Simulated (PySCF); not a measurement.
# Polarisability and C₆ of S- (sulfur, charge -1)

[Ne] 3s2 3p5, 2P determinant. Calculation: PySCF 2.14, in aug-cc-pwCVDZ (6s5p3d, 36 functions); no relativity, point nucleus. Coupled (time-dependent) response in atomic units; α is the mean over directions. A double-zeta set is small for polarisabilities.

```tsv
method	mean α (bohr³)	α xx, yy, zz	C₆ (like pair)	S(−4)
UHF	32.70	25.39, 36.36, 36.36	304.7	367.3
CAM-B3LYP	34.83	26.83, 38.83, 38.83	325.6	464.1
```

S(−4) is the Cauchy moment in α(ω) = α(0) + S(−4) ω² + …

α(iu) at CAM-B3LYP:

| u (hartree) | α(iu) (bohr³) |
| --- | --- |
| 0 | 34.83 |
| 0.0500 | 33.73 |
| 0.100 | 31.06 |
| 0.200 | 24.86 |
| 0.300 | 19.80 |
| 0.500 | 12.89 |
| 0.750 | 7.954 |
| 1.00 | 5.241 |
| 1.50 | 2.696 |
| 2.00 | 1.630 |
| 3.00 | 0.7925 |
| 5.00 | 0.3273 |

A single London oscillator, α(iu) = α/(1 + u²/ω²), gives C₆ = (3/4) ω α². Matching the computed C₆ needs ω = 4 × 325.6 / (3 × 34.83²) = 0.358 hartree.

For an ion, C₆ is the dispersion term alone; charge-induced terms of lower order in 1/R come first.

The components differ because the open shell of this determinant is not spherical; for a pure term their mean is the scalar polarisability.
